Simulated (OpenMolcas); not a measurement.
Os3+: moving or changing the point charges

Os3+ among 6 point charges of -1 e arranged as an octahedron (Oh), 2.13 Å from the ion.
```
   2.1300    0.0000    0.0000  -1.00
   0.0000    2.1300    0.0000  -1.00
  -2.1300    0.0000    0.0000  -1.00
   0.0000   -2.1300    0.0000  -1.00
   0.0000    0.0000    2.1300  -1.00
   0.0000    0.0000   -2.1300  -1.00
```

- Program: OpenMolcas 26.06
- Method: CASSCF
- Basis: ANO-RCC-VTZP [8s7p5d3f2g1h]
- Scalar Hamiltonian: DKH2, point nucleus
- Active space: 5 electrons in 5 orbitals (5d)
- State averaging: 2S+1 = 6 even, 1 root; 2S+1 = 4 even, 24 roots; 2S+1 = 2 even, 75 roots
- Spin-orbit coupling: state interaction with AMFI integrals over the reference wave functions

Runs around this geometry, states (labels of O, the rotations of Oh). Energies in cm-1 above the lowest state or level, χT in cm3 K/mol; 10Dq and B are least-squares fits to the states below 45000 cm-1, weighted by degeneracy, with a free offset, and given where the rms deviation is under 5 % of |10Dq| (or 100 cm-1) and under 700 cm-1.

```json
{"R (Å)": "2.13", "q (e)": "-0.8", "Ground state": "6A1", "10Dq": "4031", "B (rms of fit)": "840 (80)", "First gap with spin-orbit (degeneracies)": "22.8 (2, 4)", "χT at 300 K": "4.221", "First state of another spin": "4T1 23584"}
{"R (Å)": "1.97", "q (e)": "-1", "Ground state": "6A1", "10Dq": "7239", "B (rms of fit)": "836 (146)", "First gap with spin-orbit (degeneracies)": "58.9 (2, 4)", "χT at 300 K": "4.178", "First state of another spin": "4T1 20601"}
{"R (Å)": "2.13", "q (e)": "-1", "Ground state": "6A1", "10Dq": "5044", "B (rms of fit)": "839 (98)", "First gap with spin-orbit (degeneracies)": "31.4 (2, 4)", "χT at 300 K": "4.212", "First state of another spin": "4T1 22708"}
{"R (Å)": "2.24", "q (e)": "-1", "Ground state": "6A1", "10Dq": "3961", "B (rms of fit)": "841 (83)", "First gap with spin-orbit (degeneracies)": "22.2 (2, 4)", "χT at 300 K": "4.221", "First state of another spin": "4T1 23654"}
```

Taking |10Dq| as R^-n, n = -ln(3961 / 7239) / ln(2.24 / 1.97) = 4.7 between the shortest and longest distance. The point-charge formula for a cubic d site gives n = 5.

Scaling the charges by -0.8 / -1 = 0.80 scales |10Dq| by 4031 / 5044 = 0.80; with fixed orbitals a first-order splitting would follow the charge.

Without dynamic correlation the repulsion within the d shell is too large (B by tens of per cent), so at a given field states of lower spin stand too high. Point charges give a weaker field than real ligands, and real ions of this kind are as a rule low spin; the high spin found here belongs to the model. This field is weak: 10Dq is about 4031 cm-1, while octahedral complexes of 5d ions of charge 3 and more, computed by the same method with explicit ligands, had a median near 35000 cm-1. Ground spin and moment need not be those of a real site (figures for R = 2.13, q = -0.8; the like holds for R = 1.97, q = -1, R = 2.13, q = -1, R = 2.24, q = -1). Point charges carry no covalency, so the field is a model and not that of real ligands. No measured value stands beside these numbers.
